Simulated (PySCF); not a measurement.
**How a change of structure moves an absorption spectrum**

Level of theory: TDDFT PBE0/def2-SVPD, vertical, gas phase, core orbitals frozen in the response in PySCF 2.14.0, density-fitted response routines. Geometries: GFN2-xTB; one conformer of each isolated species. Triplets are in the Tamm–Dancoff approximation.

Parent: `S1C=C[SiH2]1`, with lowest singlet excitation energy 4.31 eV, mean static polarisability 67.1 au, LUMO energy -0.70 eV, lowest triplet energy 3.36 eV, HOMO–LUMO gap 5.64 eV. Its spectrum: 288 nm (f 0.006); 263 nm (f 0.051); 245 nm (f 0.002); 214 nm (f 0.002); 197 nm (f 0.000).

Shifts from the parent:

| change | SMILES | Δ S1 (eV) | Δ α (au) | Δ LUMO (eV) | Δ T1 (eV) | Δ gap (eV) |
| --- | --- | --- | --- | --- | --- | --- |
| H on C replaced by CH2F | FCC1=C[SiH2]S1 | +0.03 | +13.6 | -0.14 | +0.15 | +0.02 |
| H on C replaced by iPr | CC(C)C1=C[SiH2]S1 | +0.11 | +37.2 | +0.22 | +0.19 | +0.09 |
| H on C replaced by CH2OCH3 | COCC1=C[SiH2]S1 | +0.04 | +29.7 | +0.01 | +0.09 | +0.01 |
| H on C replaced by cPr | C1=C(C2CC2)S[SiH2]1 | 0.00 | +35.0 | +0.22 | -0.01 | -0.02 |

**Question.** Predict the same shifts for this change: H on C replaced by CH=NMe (`C/N=C\C1=C[SiH2]S1`).

**Answer.** Δ lowest singlet excitation energy -0.76 eV, Δ mean static polarisability +35.5 au, Δ LUMO energy -1.25 eV, Δ lowest triplet energy -0.86 eV, Δ HOMO–LUMO gap -1.06 eV. Spectrum: 349 nm (f 0.001); 334 nm (f 0.047); 278 nm (f 0.005); 242 nm (f 0.002); 234 nm (f 0.000). S1 falls most with H on C replaced by CH=NMe (-0.76 eV), and it rises most with H on C replaced by iPr (+0.11 eV). S1 is simply the lowest singlet of each species and needn't be the same kind of state throughout. Over these 5 changes the shifts of S1 and of the HOMO–LUMO gap correlate with r = 1.00.

Lowest levels of each derivative:
- `FCC1=C[SiH2]S1`: 4.34 eV (f 0.006); 4.85 eV (f 0.057); 5.03 eV (f 0.001)
- `C/N=C\C1=C[SiH2]S1`: 3.55 eV (f 0.001); 3.71 eV (f 0.047); 4.46 eV (f 0.005)
- `CC(C)C1=C[SiH2]S1`: 4.42 eV (f 0.006); 4.81 eV (f 0.049); 5.02 eV (f 0.002)
- `COCC1=C[SiH2]S1`: 4.35 eV (f 0.007); 4.76 eV (f 0.050); 5.03 eV (f 0.001)
- `C1=C(C2CC2)S[SiH2]1`: 4.31 eV (f 0.006); 4.67 eV (f 0.046); 4.87 eV (f 0.002)
